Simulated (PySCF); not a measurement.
# What a mistake does to a calculation on CH7Si2

Calculated results; nothing here was measured. The program is PySCF 2.14.0, an open-source quantum chemistry code, run on an isolated molecule that a program drew, which may never have been made. The molecule is CH7Si2 (charge 0, doublet), drawn as the SMILES string `C[SiH2][SiH2]`.

Each row is a Hartree-Fock (HF) and frozen-core CCSD(T) single point in the cc-pV(D+d)Z basis, meant for a local HF minimum. Run 1 is clean. Each other run has one planted mistake out of seven kinds, and not every kind appears here: one electron removed, one electron added, multiplicity raised by two, geometry at a saddle point, minimal basis STO-3G, one bond length entered in bohr, all coordinates scaled. The reference is restricted for singlets and unrestricted otherwise, and also for a bond in bohr. Adding or removing an electron swaps singlet and doublet. Electrons count all cores. HOMO and LUMO are orbital energies over both spins, the gradient is its largest component, and the lowest frequency (negative if imaginary) is given only where the gradient is small. Bond lengths are over the 9 bonds as drawn. T1 is the CCSD diagnostic: over 0.02 (restricted) or 0.045 (unrestricted) a single reference is doubtful.

Geometry of the clean run:
```xyz
10
CH7Si2, angstrom
C    -0.1689    0.7548    1.0046
Si    1.6449    1.1331    0.6517
Si    2.9759    0.7608    2.5661
H    -0.2995   -0.2860    1.3110
H    -0.7758    0.9258    0.1116
H    -0.5534    1.3954    1.8026
H     1.7824    2.5387    0.1894
H     2.1524    0.2522   -0.4303
H     4.4298    0.9490    2.3346
H     2.5601    1.5582    3.7482
```

```
run  electrons  basis functions  <S^2>  HOMO (eV)  LUMO (eV)  gradient (hartree/bohr)  lowest frequency (cm^-1)  mean bond (Å)  longest bond (Å)      T1  HF (hartree)  CCSD(T) (hartree)                     mistake
  1         41               95  0.758      -8.65       1.20                  3.1e-05                       107         1.4963             2.361  0.0119    -619.78399         -620.19004                    no fault
  2         41               95  3.759      -3.90      -1.78                  2.8e-02                         -         1.4963             2.361  0.0211    -619.55047         -619.94872  multiplicity raised by two
  3         41               30  0.754      -5.97       6.59                  3.4e-02                         -         1.4963             2.361  0.0037    -612.65258         -612.82621        minimal basis STO-3G
  4         40               95  0.000     -16.76      -6.78                  5.3e-02                         -         1.4963             2.361  0.0135    -619.50037         -619.89716        one electron removed
  5         41               95  0.757      -8.74       1.01                  4.6e-02                         -         1.6115             2.543  0.0125    -619.74352         -620.15804      all coordinates scaled
  6         42               95  0.000      -0.61       8.27                  4.5e-02                         -         1.4963             2.361  0.0116    -619.77059         -620.20845                           ?
```

**Which mistake was planted in run 6, and what did it cost?**

It counts 42 electrons, one more than the clean run, at the same geometry and basis. So the mistake is: one electron added. Subtracting run 1 and multiplying by 627.51 kcal/mol a hartree, the energy moved by 8.4 kcal/mol in HF and -11.6 kcal/mol in CCSD(T).

